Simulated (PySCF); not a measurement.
CHO₂, SMILES O=[C]O, multiplicity 2.

The structure is a stationary point at PBE0-D3(BJ)/def2-TZVP. The isomer is the one that the SMILES or the coordinates give; other isomers of the formula were not compared. One conformer was computed; it need not be the lowest.

Method: ωB97X/def2-TZVPD (PySCF).

```yaml
total_energy: -189.12914 hartree
point_group: Cs
"α spin, highest occupied and lowest empty level": -9.58 and 1.51 eV
"β spin, highest occupied and lowest empty level": -12.87 and -0.59 eV
dipole_moment: 2.05 D
quadrupole, principal values (traceless, Buckingham form, about the centre of nuclear charge): -5.16, 0.73, 4.43 D·Å
mean_static_polarisability: 21.8 bohr³ (3.23 Å³)
polarisability_principal_values: 16.5, 22.4, 26.5 bohr³
"⟨S²⟩": 0.754 (pure state 0.75)
```
